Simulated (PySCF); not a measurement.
Run record: geometry optimisation, fac-MoBr3(H2O)3, `[OH2]->[Mo](<-[OH2])(<-[OH2])([Br])([Br])[Br]` [quartet].

Computed with PBE0-D3(BJ)/def2-SVP geometry optimisation, gas phase, def2 core potentials past Kr (PySCF 2.14.0). Start geometry: GFN2-xTB. The input is one job of a driver script: a line of settings, then coordinates in Å.

Command:
```bash
OMP_NUM_THREADS=1 python probes_run.py task.json out
```

Input:
```
{"job": {"xc": "PBE0", "basis": "def2-SVP", "d3": "d3bj", "grid": 1, "maxiter": 40, "shake": 0.03, "kind": "geom"}, "charge": 0, "multiplicity": 4}
Mo     0.406090     0.273030     0.348370
Br    -0.057580     0.045580     2.797630
O      0.374960     0.338570    -2.146340
H      1.417250     0.087510    -2.430300
H      0.265050     1.218610    -2.488400
Br     2.791090    -0.042970    -0.005710
O     -2.082400     0.453810     0.389250
H     -2.360820     1.361110     0.117490
H     -2.435700     0.314770     1.345910
Br     0.011050     2.797220    -0.072000
O      0.354470    -2.113360     0.502750
H      0.156570    -2.385590     1.389450
H      1.190590    -2.400410     0.274100
```

Output:
```
step   0  E = -8017.88925102  max force = 0.083537
step   1  E = -8017.92145050  max force = 0.028525
step   2  E = -8017.93047291  max force = 0.033843
step   3  E = -8017.93248852  max force = 0.007458
step   4  E = -8017.93278171  max force = 0.004715
step   5  E = -8017.93303456  max force = 0.001793
step   6  E = -8017.93310685  max force = 0.000916
step   7  E = -8017.93308515  max force = 0.001486
step   8  E = -8017.93312497  max force = 0.000862
step   9  E = -8017.93313815  max force = 0.000347
optimisation converged
```

Energies in Eh; «max force» is the largest Cartesian gradient component in Eh/bohr.

Q: Give the first gradient maximum in eV/Å.

A: With 1 Eh/bohr = 51.422 eV/Å, 4.296 eV/Å.

Q: How much energy does the optimisation release, in kJ/mol?

A: E(step 0) − E(last step) = 0.043887 Eh, which is 115.2 kJ/mol.

Main results: final energy -8017.93314 Eh after 9 steps; dipole 4.89 D.

Q: Where do the atoms end?

A: 0.218 Å rms from the input after alignment:
```
atom  x, y, z in Å
Mo1    0.2461    0.2376    0.2436
Br2   -0.0567   -0.0428    2.7390
O3     0.3159    0.2853   -1.9846
H4     1.2620    0.1252   -2.1616
H5     0.1858    1.2344   -2.1691
Br6    2.7380   -0.0713   -0.0449
O7    -1.9817    0.3202    0.2998
H8    -2.1479    1.2690    0.1449
H9    -2.1660    0.1864    1.2483
Br10  -0.0325    2.7335   -0.0630
O11    0.2893   -1.9915    0.3207
H12    0.1432   -2.1561    1.2714
H13    1.2353   -2.1820    0.1779
```

Time: 13 min wall; peak memory 1.4 GiB. Hardware: Intel Xeon Platinum 8488C, one thread, no GPU (shared host).
Labels such as C1 count atoms from 1, the log's own numbers from 0.
